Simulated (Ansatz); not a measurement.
Process, species as SMILES: N[Si](N)(N)Br → [NH][Si](N)(N)Br + H atom (the H-N bond at the site shown breaks; other sites are not compared here)
Structures are relaxed separately at B3LYP-D3(BJ)/def2-TZVP in Ansatz (an electronic-structure program), one conformer each, not searched for the lowest. Frequencies are from Ansatz.

Quantity: bond dissociation energy (0 K, with B3LYP-D3(BJ) harmonic zero-point energies), in kcal/mol. Correlated levels leave the core frozen unless marked. UHF or UKS for open shells. Spin-orbit coupling is left out. Frozen are the shells of the preceding noble gas and the d and f shells that filled before the atom's block. No relativistic terms. CBS(X,Y): correlation extrapolated as X^-3; Hartree-Fock from the larger set. The bracket is a focal-point correction in the basis named.

RI-MP2/CBS(def2-TZVPP,def2-QZVPP)+[CCSD(T)-MP2]/def2-TZVPP (Ansatz) gives 111.2 kcal/mol.

Problem. Another calculation gave 104.3 kcal/mol. Which level was it?
A) SVWN5/def2-TZVPD (Ansatz)
B) revPBE/def2-TZVPD (Ansatz)
C) BHLYP/def2-TZVPD (Ansatz)
D) wB97X-V/def2-TZVPD (Ansatz)

Solution. C, BHLYP/def2-TZVPD (Ansatz). The others give 108.0 (wB97X-V), 100.7 (revPBE), 118.7 (SVWN5) kcal/mol.
